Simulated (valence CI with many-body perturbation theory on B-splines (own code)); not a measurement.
Questions on Tl L

Computed by valence CI with perturbative core correlation (CI+MBPT): four valence electrons over a frozen Dirac-Fock core [Ar] 3d10, a basis of 11 s, 11 p, 10 d, 8 f, 5 g, 2 h functions for each j, with the one-electron correlation potential Σ1, the two-electron term Σ2, the three-electron term Σ3, Breit, model QED; selected CI, second order for the rest, scaled by the run's own slope (own B-spline code, finite nucleus).

No measured spectrum was set against this ion. As an estimate, large intervals hold to a few tenths of a per cent, small ones and those within an open d or f shell to about a per cent. Among the levels kept, up to 400 cm⁻¹ of a level comes from second order outside the variational space, and about a tenth of that is noise between levels of different J, which matters for small intervals.

Levels are named by their leading jj configuration (3d3/2^4 stands for four electrons in 3d with j = 3/2), which in mixed levels can hold well under half, so a name can repeat and another be missing.

Rates and lifetimes use the calculated energies. Strong lines usually hold to 10 to 20 %, long lifetimes can be off by a factor of two.

(1) What is the ground level?

(2) What is the ionisation energy?

(3) Name the longest-lived excited levels whose lifetime is computed, and their main decay.

(4) Where does the other parity begin?

(5) Among levels below 64.262 Ry, which E1 lines absorb most strongly from the ground level?

(6) How well does LS coupling describe the low levels?

Results:

(1) (4s^2 4p1/2^2) J=0, composition 69 % 4s²4p² ³P + 30 % 4s²4p² ¹S.

(2) 2856.3 eV; NIST lists 2854 ± 4 eV (theoretical).

(3) (4s^2 4p1/2 4p3/2) J=2 at 11.468 Ry lives 978 ns, mostly by E2 to (4s^2 4p1/2^2) J=0; (4s^2 4p1/2 4p3/2) J=1 at 11.109 Ry lives 45.7 ns, mostly by M1 to (4s^2 4p1/2^2) J=0; (4s^2 4p3/2 4d5/2) J=4 at 38.218 Ry lives 44.2 ns, mostly by M1 to (4s^2 4p1/2 4d5/2) J=3.

(4) At (4s 4p1/2^2 4p3/2) J=2, 19.537 Ry.

(5) to (4s^2 4p1/2 4d3/2) J=1 at 3.538 nm, f = 1.71; to (4s 4p1/2^2 4p3/2) J=1 at 4.389 nm, f = 0.593; to (4s 4p1/2 4p3/2^2) J=1 at 2.830 nm, f = 0.00252.

(6) Among the lowest 20 levels the leading LS term, summed over configurations, holds 59 % on average. For single configurations the figures are 58 % in LS and 96 % in jj coupling. Terms mix most in the J = 2 level at 33.025 Ry, where the leading one holds 30 %.
